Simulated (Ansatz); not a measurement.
Geometry optimisation, RKS PBE0/def2-SVP in Ansatz 0.2.0.

The input (input.yaml):

```yaml
crystal:
  periodic: [false, false, false]
  atoms:
    - { symbol: Si, position_ang: [-0.3516, 1.1131, -0.3609] }
    - { symbol: C, position_ang: [0.3001, -0.4805, 0.0957] }
    - { symbol: C, position_ang: [0.1252, -1.673, 0.6406] }
    - { symbol: Zn, position_ang: [2.1754, -1.4195, -0.0842] }
    - { symbol: H, position_ang: [-1.538, 0.9505, -1.2972] }
    - { symbol: H, position_ang: [-0.8532, 1.8763, 0.8358] }
    - { symbol: H, position_ang: [0.6578, 1.9613, -1.0451] }
    - { symbol: H, position_ang: [-0.4235, -2.3851, 1.1594] }
basis:
  gaussian: { orbitals: def2-SVP }
hamiltonian:
  xc: pbe0
relax:
  f_tol: 0.02
  max_steps: 50
output:
  orbitals: {}
```

Command:

```bash
$ ansatz run input.yaml --threads 2 --pin off --max-ram 3072MiB --backend cpu --events-out ev --progress --plain --runs-dir out
```

Where does it end, and by what steps?

The forces met the threshold. The force dipped under the threshold on the way, but the program's further checks kept it going. After 18 steps the energy has fallen by 2.423 eV; Zn4 moved furthest, 1.34 Å. Parted: C2–Zn4 (2.10 → 3.90 Å), C3–Zn4 (2.19 → 4.12 Å).

```tsv
step	energy less start (eV)	largest force component (eV/Å)	accepted
0	0.0000	7.486	yes
1	-1.0795	2.192	yes
2	-1.6942	1.766	yes
3	-2.0320	0.919	yes
4	-2.2785	1.044	yes
5	-2.3931	0.153	yes
6	-2.4166	0.089	yes
7	-2.4200	0.044	yes
8	-2.4206	0.038	yes
9	-2.4214	0.010	yes
10	-2.4216	0.018	yes
11	-2.4219	0.018	yes
12	-2.4223	0.069	yes
13	-2.4226	0.127	yes
14	-2.4226	0.032	no
15	-2.4231	0.023	yes
16	-2.4232	0.047	yes
17	-2.4232	0.038	yes
18	-2.4233	0.006	yes
```

```xyz
8
Properties=species:S:1:pos:R:3
Si -0.450 1.111 -0.337
C -0.467 -0.576 0.384
C -0.472 -1.696 0.860
Zn 3.278 -0.902 -0.645
H -1.460 1.197 -1.431
H -0.773 2.110 0.721
H 0.910 1.387 -0.888
H -0.475 -2.686 1.281
```

Whether the end is a true minimum wasn't checked by a vibrational analysis.

Time of the run: 35 s on 2 threads of Intel(R) Xeon(R) 6975P-C (Granite Rapids), with other jobs on the host, peak memory 0.23 GiB.
